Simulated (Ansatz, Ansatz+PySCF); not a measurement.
| atom | x (Å) | y (Å) | z (Å) |
| --- | --- | --- | --- |
| Ti | 0.0000 | 0.0000 | -0.4236 |
| O | 0.0000 | 0.0000 | 1.1648 |

Basis set: def2-SVP (spherical functions). Left uncorrelated: 6 orbitals. Correlation on ROHF uses semicanonical orbitals with singles. Charge 0, multiplicity 3.

Computed with Ansatz (development build ahead of 0.2.0); each method stands on the lowest determinant of its kind that the runs found. Restricted functionals stand beside restricted open-shell atoms, which can lie above the unrestricted atoms usual in DFT and then raise those values.

Problem. Give the atomization energy at this shape (free ground-state atoms in the same class of orbitals less the molecule, no zero-point energy) of triplet TiO by ωB97X (unrestricted), ωB97X (restricted open-shell), r²SCAN (unrestricted), r²SCAN (restricted open-shell), PBE0 (unrestricted), PBE0 (restricted open-shell), PBE (unrestricted), PBE (restricted open-shell), ROHF-CCSD(T), ROHF-CCSD, UHF-CCSD(T), ROHF-MP2, UHF-MP2, UHF, ROHF.

Solution.

| method | atomization energy |
| --- | --- |
| ωB97X (unrestricted) | 6.51 eV |
| ωB97X (restricted open-shell) | 6.57 eV |
| r²SCAN (unrestricted) | 7.70 eV |
| r²SCAN (restricted open-shell) | 7.83 eV |
| PBE0 (unrestricted) | 6.98 eV |
| PBE0 (restricted open-shell) | 7.03 eV |
| PBE (unrestricted) | 8.22 eV |
| PBE (restricted open-shell) | 8.28 eV |
| ROHF-CCSD(T) | 6.23 eV |
| ROHF-CCSD | 5.66 eV |
| UHF-CCSD(T) | 6.21 eV |
| ROHF-MP2 | 6.96 eV |
| UHF-MP2 | 6.90 eV |
| UHF | 2.37 eV |
| ROHF | 2.46 eV |

Caution for r²SCAN (unrestricted), PBE (unrestricted): a free atom is spin contaminated. Caution for ROHF-CCSD(T), ROHF-CCSD, ROHF-MP2: large share of triples, a single reference is doubtful.
